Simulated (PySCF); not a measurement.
Löwdin shares of the frontier orbitals

Species: C3H3F3O2.
Cartesian coordinates in Å at the GFN2-xTB level; atoms count from 1:
```xyz
11
C3H3F3O2 angstrom
O      2.2837    1.1537   -1.3104
C      1.8570    0.2598   -0.6543
C      0.3666   -0.1160   -0.5920
F      0.2472   -1.4680   -0.8171
O     -0.0668    0.1723    0.6948
C     -1.4027   -0.0261    0.9259
F     -2.1475    0.8620    0.2288
F     -1.6252    0.2065    2.2167
H      2.4751   -0.3945   -0.0197
H     -0.2238    0.3937   -1.3689
H     -1.7581   -1.0407    0.6701
```

Theory: TDDFT PBE0/def2-SVPD, vertical, gas phase, core orbitals frozen in the response in PySCF.

Kohn–Sham orbitals with the atoms that hold most of them (Löwdin shares over 4%, at most four atoms; ? is withheld):

| orbital | ε (eV) | atoms |
| --- | --- | --- |
| LUMO+2 | 1.05 | H9 25%, C2 21%, O5 13%, O1 13% |
| LUMO+1 | 0.63 | C6 22%, H11 15%, C3 14%, F4 14% |
| LUMO | -1.98 | ? |
| HOMO | -8.55 | O1 56%, C2 16%, C3 11%, H9 8% |
| HOMO-1 | -10.47 | ? |
| HOMO-2 | -11.05 | O5 26%, F7 13%, F4 12%, C6 10% |
| HOMO-3 | -11.81 | F4 35%, F7 16%, F8 15%, O5 15% |

Task: Give the leading atoms of the HOMO-1.

Result: O5 (bonded to 2 C) 58%; C3 (bonded to C, F, O and H) 7%; C6 (bonded to 2 F, O and H) 7%; F7 (bonded to C) 7%. By element: oxygen 58% or more, carbon 14% or more, fluorine 7% or more.

Task: Give the leading atoms of the LUMO.

Result: C2 (bonded to C, O and H) 40%; O1 (bonded to C) 37%; C3 (bonded to C, F, O and H) 6%; H9 (bonded to C) 5%. By element: carbon 47% or more, oxygen 37% or more, hydrogen 5% or more.

Task: The HOMO–LUMO gap is 6.57 eV. Where does the response calculation put the lowest singlet, and from which orbitals?

Result: S1 is at 4.16 eV (f = 0.0000), 2.41 eV below the gap, made of HOMO→LUMO (99%). 

Task: One configuration dominates each of S1, S2, S3 and S4. Which, and how do the shares of the two leading atoms of either orbital change from the occupied to the empty one?

Result: 
- S1 (4.16 eV, f 0.0000), HOMO→LUMO (99%): O1 56% → 37%, C2 16% → 40%; low, almost dark, from the terminal oxygen into the C=O bond, the pattern of n→π*
- S2 (7.11 eV, f 0.011), HOMO-1→LUMO (92%): O5 58% → at most 6%, C3 7% → 6%, C2 at most 7% → 40%, O1 at most 7% → 37%
- S3 (7.65 eV, f 0.0079), HOMO-2→LUMO (83%): O5 26% → at most 6%, F7 13% → at most 6%, C2 at most 11% → 40%, O1 at most 11% → 37%
- S4 (8.18 eV, f 0.014), HOMO→LUMO+1 (86%): O1 56% → at most 14%, C2 16% → at most 14%, C6 at most 9% → 22%, H11 at most 9% → 15%

Löwdin shares depend on the basis, the more so with diffuse functions.

One conformer stands for the species.
